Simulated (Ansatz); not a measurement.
Wavefunction ladder for CH₆F₂Si₂, SMILES `C[Si](F)(F)[SiH3]`

Cartesian coordinates in Å:
```
C 1.636 -0.149 -0.643
Si 0.052 0.727 -0.275
F 0.379 2.031 0.588
F -0.571 1.253 -1.649
Si -1.588 -0.513 0.853
H 2.323 0.519 -1.168
H 2.118 -0.483 0.279
H 1.458 -1.024 -1.273
H -1.054 -0.969 2.164
H -2.800 0.317 1.079
H -1.953 -1.707 0.045
```

The species carries charge 0 and has multiplicity 1. The structure was optimised at the PBE0-D4/def2-TZVP level. Frozen core, restricted reference, the Gaussian-basis code of Ansatz. CBS rows extrapolate triple and quadruple zeta; past MP2 they add the triple-zeta difference.

```tsv
basis	HF (Eh)	MP2 corr.	CCSD corr.	(T)	CCSD(T) total
def2-SVP	-817.86319	?	-0.75847	-0.01526	?
def2-TZVPP	-818.38486	-0.91940	?	?	?
def2-QZVPP	-818.41485	?	–	–	–
CBS(def2)	-818.41898	-1.05741	-1.10243	as TZ	-819.55181
```

Question: Fill in the withheld values. (An estimate is asked.)

Answer: The calculation gave: def2-SVP MP2 corr.: -0.70772; def2-SVP CCSD(T) total: -818.63692; def2-TZVPP CCSD corr.: -0.96441; def2-TZVPP (T): -0.03040; def2-TZVPP CCSD(T) total: -819.37967; def2-QZVPP MP2 corr.: -0.99868.
